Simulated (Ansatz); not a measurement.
```yaml
atoms:
  - { symbol: C, position_ang: [-0.0098, -0.4102, -0.0535] }
  - { symbol: O, position_ang: [-0.0017, -0.3926, 1.1441] }
  - { symbol: N, position_ang: [-0.0041, 0.6814, -0.8453] }
  - { symbol: H, position_ang: [0.0070, -1.3582, -0.6472] }
  - { symbol: H, position_ang: [0.0098, 0.5952, -1.8611] }
  - { symbol: H, position_ang: [-0.0077, 1.6074, -0.4321] }
```

Basis set: STO-3G (spherical functions). Left uncorrelated: 3 orbitals. Charge 0, multiplicity 1.

Computed with Ansatz (development build ahead of 0.2.0); each method stands on the lowest determinant of its kind that the runs found. Restricted open shells among the atoms or ions are ROHF, correlated in semicanonical orbitals with singles.

**Question.** Give the atomization energy at this shape (free ground-state atoms in the same class of orbitals less the molecule, no zero-point energy) of singlet CH3NO by RHF-MP2, RHF.

**Answer.**

```
 method  atomization energy
RHF-MP2       1864.9 kJ/mol
    RHF       1476.7 kJ/mol
```

This basis has no polarisation functions and is too small for such energies, which can lie far from measured ones in either direction.
